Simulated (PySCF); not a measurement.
**Dipole response of B²⁺ (boron, charge +2)**

[He] 2s1, 2S determinant. Calculation: PySCF 2.14, in aug-cc-pVDZ-DK; the spin-free X2C one-electron Hamiltonian (Gaussian nucleus). Coupled (time-dependent) response in atomic units; α is the mean over directions. A double-zeta set is small for polarisabilities.

```tsv
method	mean α (bohr³)	C₆ (like pair)	S(−4)
UHF	8.086	11.46	156.4
PBE	7.134	9.545	121.1
PBE0	7.337	9.943	128.2
TPSSh	7.365	10.24	122.6
B3LYP	7.220	9.639	126.1
```

S(−4) is the Cauchy moment in α(ω) = α(0) + S(−4) ω² + …

α(iu) at PBE0:

| u (hartree) | α(iu) (bohr³) |
| --- | --- |
| 0 | 7.337 |
| 0.0500 | 7.030 |
| 0.100 | 6.251 |
| 0.200 | 4.358 |
| 0.300 | 2.935 |
| 0.500 | 1.492 |
| 0.750 | 0.7998 |
| 1.00 | 0.5003 |
| 1.50 | 0.2509 |
| 2.00 | 0.1517 |
| 3.00 | 0.07440 |
| 5.00 | 0.03103 |

For an ion, C₆ is the dispersion term alone; charge-induced terms of lower order in 1/R come first.
